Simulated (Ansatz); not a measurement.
Mg10O13H6⁻. Charge -1, multiplicity 2. Geometry PBE-D4/def2-SVP; atoms count from 1.

Cartesian coordinates in Å:
```
Mg 0.767 -2.865 -1.070
Mg -2.881 0.033 -0.973
Mg -0.186 0.635 -2.030
Mg 1.395 0.994 1.548
Mg -0.897 -0.833 1.139
Mg -0.707 2.137 0.331
Mg 2.064 -0.545 -0.818
Mg -0.965 -1.781 -2.897
Mg 1.674 -2.483 1.574
Mg -1.845 -3.074 -0.145
O 1.609 -0.737 2.601
O 0.835 2.931 1.378
O -0.831 0.923 2.142
O 2.444 -2.362 -0.199
O 3.029 0.770 0.346
O -0.170 -2.706 0.870
O 0.285 0.356 -0.072
O -0.164 2.586 -1.641
O -2.641 -1.357 0.301
O -2.667 1.899 -0.258
O 0.849 -1.083 -2.375
O -0.975 -3.406 -1.869
O -1.925 -0.121 -2.642
H 1.184 -0.781 3.477
H 1.453 3.461 0.844
H -1.264 1.224 2.956
H 3.856 0.419 0.720
H -0.557 3.255 -2.224
H -2.766 2.511 -1.013
```

Single mean-field runs in def2-TZVP are fitted with def2-universal-jkfit. The highest occupied level of the relaxed charge -1 doublet lies above zero (up to 0.27 eV). By energy differences its removal costs 0.49 eV (each at its own geometry, to the charge 0 singlet, at PBE0-D4/def2-TZVP); self-interaction error and the lack of diffuse functions both raise the level.

Estimate the Mulliken populations from the PBE0/def2-TZVP orbitals of Ansatz.


```
atom  charge (e)  spin (α − β)
 Mg1        1.43         -0.16
 Mg2        0.86          0.01
 Mg3        1.29         -0.06
 Mg4        1.10          0.00
 Mg5        1.82         -0.29
 Mg6        1.07         -0.03
 Mg7        1.21         -0.11
 Mg8        0.83          0.07
 Mg9       -0.10          1.06
Mg10        0.34          0.56
 O11       -0.86         -0.01
 O12       -0.84          0.00
 O13       -0.89         -0.01
 O14       -0.98          0.00
 O15       -0.86          0.00
 O16       -1.09         -0.01
 O17       -1.36          0.00
 O18       -0.83          0.00
 O19       -1.04         -0.01
 O20       -0.83          0.00
 O21       -1.10         -0.01
 O22       -1.01         -0.01
 O23       -1.03          0.00
 H24        0.31          0.01
 H25        0.31          0.00
 H26        0.31          0.00
 H27        0.31          0.00
 H28        0.29          0.00
 H29        0.31          0.00
```
Mulliken values and Mayer orders depend strongly on the basis.

Where does the spin sit?

Summed by element: Mg 1.06, O -0.07, H 0.02, of 1 unpaired in all. Largest on single atoms: Mg9 1.06, Mg10 0.56, Mg5 -0.29.

And the Mayer bond orders between bonded heavy atoms (over 0.3)?

Mg1–O14 0.52 (1.96 Å); Mg1–O22 0.45 (1.99 Å); Mg2–O19 0.78 (1.90 Å); Mg2–O20 0.47 (2.01 Å); Mg2–O23 0.73 (1.93 Å); Mg3–O18 0.47 (1.99 Å); Mg3–O21 0.34 (2.04 Å); Mg3–O23 0.38 (1.99 Å); Mg4–O11 0.35 (2.04 Å); Mg4–O12 0.39 (2.02 Å); Mg4–O15 0.40 (2.04 Å); Mg4–O17 0.36 (2.07 Å); Mg5–O19 0.33 (2.01 Å); Mg6–O12 0.41 (2.03 Å); Mg6–O17 0.34 (2.08 Å); Mg6–O18 0.39 (2.09 Å); Mg6–O20 0.38 (2.06 Å); Mg7–O14 0.62 (1.96 Å); Mg7–O15 0.39 (2.00 Å); Mg7–O21 0.43 (2.05 Å); Mg8–O21 0.59 (2.01 Å); Mg8–O22 0.67 (1.92 Å); Mg8–O23 0.64 (1.93 Å); Mg9–O11 0.32 (2.03 Å); Mg9–O14 0.66 (1.94 Å); Mg9–O16 0.59 (1.99 Å); Mg10–O16 0.56 (1.99 Å); Mg10–O19 0.62 (1.94 Å); Mg10–O22 0.63 (1.96 Å). Values over 0.3 also appear between atoms too far apart for a bond (Mg9–Mg10 1.14 at 3.96 Å); they arise where an orbital or an unpaired electron spreads over both atoms.
